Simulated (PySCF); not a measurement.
C₂Cl₃, SMILES Cl[C]=C(Cl)Cl, multiplicity 2.

Geometry: PBE0-D3(BJ)/def2-SVP. The isomer is the one that the SMILES or the coordinates give; other isomers of the formula were not compared.

Method: PySCF with TDA-PBE0/def2-SVPD.

Vertical excitations. Isolated molecule, no solvent.

Computed lowest excited states:
```json
[
 {"state": "root 1", "energy (eV)": "1.87", "λ (nm)": "664", "f": "0.000", "main pairs": "β HOMO→LUMO 98 %"},
 {"state": "root 2", "energy (eV)": "3.98", "λ (nm)": "311", "f": "0.000", "main pairs": "α HOMO→LUMO 49 %, β HOMO→LUMO+1 46 %"},
 {"state": "root 3", "energy (eV)": "4.48", "λ (nm)": "277", "f": "0.007", "main pairs": "β HOMO−1→LUMO 98 %"},
 {"state": "root 4", "energy (eV)": "4.93", "λ (nm)": "252", "f": "0.000", "main pairs": "β HOMO−2→LUMO 89 %"},
 {"state": "root 5", "energy (eV)": "5.08", "λ (nm)": "244", "f": "0.001", "main pairs": "α HOMO−1→LUMO 93 %"},
 {"state": "root 6", "energy (eV)": "5.21", "λ (nm)": "238", "f": "0.006", "main pairs": "β HOMO−3→LUMO 96 %"},
 {"state": "root 7", "energy (eV)": "5.24", "λ (nm)": "237", "f": "0.000", "main pairs": "α HOMO→LUMO+1 33 %, β HOMO→LUMO+2 51 %"},
 {"state": "root 8", "energy (eV)": "5.55", "λ (nm)": "223", "f": "0.000", "main pairs": "α HOMO→LUMO+2 14 %, β HOMO−5→LUMO 52 %, β HOMO→LUMO+3 16 %, β HOMO→LUMO+2 9 %"},
 {"state": "root 9", "energy (eV)": "5.65", "λ (nm)": "219", "f": "0.038", "main pairs": "β HOMO−4→LUMO 89 %"},
 {"state": "root 10", "energy (eV)": "5.67", "λ (nm)": "219", "f": "0.001", "main pairs": "α HOMO→LUMO+2 22 %, α HOMO→LUMO+1 16 %, β HOMO−5→LUMO 37 %, β HOMO→LUMO+2 9 %, β HOMO→LUMO+3 8 %"}
]
```
Unrestricted roots are not spin-pure.
